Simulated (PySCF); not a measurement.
## A small calculation by hand: entropy of an ideal gas

CCl2F, SMILES F[C](Cl)Cl, multiplicity 2.

Geometry: TPSSh-D3(BJ)/def2-SVP. The isomer is the one that the SMILES or the coordinates give; other isomers of the formula were not compared.

TPSSh-D3(BJ)/def2-SVP run with PySCF gives the harmonic wavenumbers 276, 375, 460, 610, 892, 1201 cm⁻¹ and the rotational temperatures 0.3517, 0.1553, 0.1092 K. The molar mass is 101.91 g/mol, the symmetry number 1, the spin multiplicity 2.

Task: Work out the entropy at 298.15 K and 1 atm in the rigid-rotor, harmonic-oscillator model.

Result: 
Translation (Sackur–Tetrode at 1 atm): S = R[1.5 ln M + 2.5 ln T − 1.16487] = 166.4 J/(mol K).
Rotation: q = (√π/σ) T^1.5/√(θA θB θC) = 118000, S = R[ln q + 3/2] = 109.6 J/(mol K).
Vibration: with u = 1.4388 ν/T, each mode gives R[u/(e^u − 1) − ln(1 − e^−u)]:
```csv
ν (cm⁻¹),modes,u,S (J/(mol K))
276,1,1.33,6.52
375,1,1.81,4.43
460,1,2.22,3.21
610,1,2.94,1.81
892,1,4.30,0.60
1201,1,5.80,0.17
```
These are all the modes. Sum 16.7 J/(mol K).
Spin: R ln 2 = 5.8 J/(mol K).
Total 298.5 J/(mol K); the program's own thermochemistry gives 298.5. Translation makes up 56 % and vibration 6 %. Anharmonicity, hindered rotation and orbital degeneracy are left out.
